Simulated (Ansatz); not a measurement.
CH4GeS, SMILES `S=[CH][GeH3]`. The species carries charge 0 and has multiplicity 1. Correlated methods include outer-core shells of Ge, which these sets cover unevenly. Scalar relativity is left out up to krypton.

```xyz
7

S    -1.016    1.184   -1.837
C    -0.824    0.712   -0.313
Ge    0.579   -0.517    0.297
H    -1.511    1.090    0.450
H     1.431    0.197    1.362
H    -0.087   -1.741    0.949
H     1.429   -0.926   -0.908
```

Problem. Give the diagnostics of a CCSD(T)/def2-TZVPP run (frozen core, the Gaussian-basis code of Ansatz). (Best estimate.)

Solution. Computed: T1 = 0.0144, largest single amplitude 0.027, largest double 0.117, (T) share of the correlation energy 4.4 %, 9 CCSD cycles. The RHF solution is unstable towards an unrestricted one. T1 lies under the customary mark of 0.02 for closed shells.
